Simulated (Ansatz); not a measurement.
One change: `C[SiH2]C[S][AlH2]` becomes `C[SiH2]CBr`.

Ansatz, PBE0-D4/def2-TZVP geometries, multiplicity 1. Each molecule was computed in one conformer, which needn't be the lowest.

Scalar relativity is left out up to krypton. Spin–orbit coupling is left out; it splits and shifts lone-pair levels of the heavy atoms by tenths of an eV.

```
                                        property  `C[SiH2]C[S][AlH2]`
           HOMO energy (ωB97M-V/def2-TZVPP) / eV                -9.04
             LUMO energy (B3LYP/def2-TZVPP) / eV                -1.33
              HOMO energy (PBE0/def2-TZVPP) / eV                -6.85
             HOMO–LUMO gap (PBE/def2-TZVPP) / eV                 3.75
           LUMO energy (ωB97M-V/def2-TZVPP) / eV                 0.43
size of the dipole moment (B3LYP/def2-TZVPP) / D                 1.20
```

**Question.** What does the change do to each property? (Estimate.)

**Answer.** Ansatz gave: 
```json
{"property": "HOMO energy (ωB97M-V/def2-TZVPP) / eV", "`C[SiH2]CBr`": "-9.93", "shift": "-0.89"}
{"property": "LUMO energy (B3LYP/def2-TZVPP) / eV", "`C[SiH2]CBr`": "-0.53", "shift": "0.80"}
{"property": "HOMO energy (PBE0/def2-TZVPP) / eV", "`C[SiH2]CBr`": "-7.70", "shift": "-0.85"}
{"property": "HOMO–LUMO gap (PBE/def2-TZVPP) / eV", "`C[SiH2]CBr`": "5.18", "shift": "1.43"}
{"property": "LUMO energy (ωB97M-V/def2-TZVPP) / eV", "`C[SiH2]CBr`": "1.64", "shift": "1.21"}
{"property": "size of the dipole moment (B3LYP/def2-TZVPP) / D", "`C[SiH2]CBr`": "1.55", "shift": "0.35"}
```

With PBE0 the HOMO falls by 0.85 eV and the LUMO rises by 0.86 eV, so the gap widens by about 1.71 eV. PBE moves the HOMO by -0.79 eV and ωB97M-V by -0.89 eV. Dipoles are sizes alone; their direction can turn.

B3LYP here is the variant with VWN-RPA as its local correlation; programs differ in this.
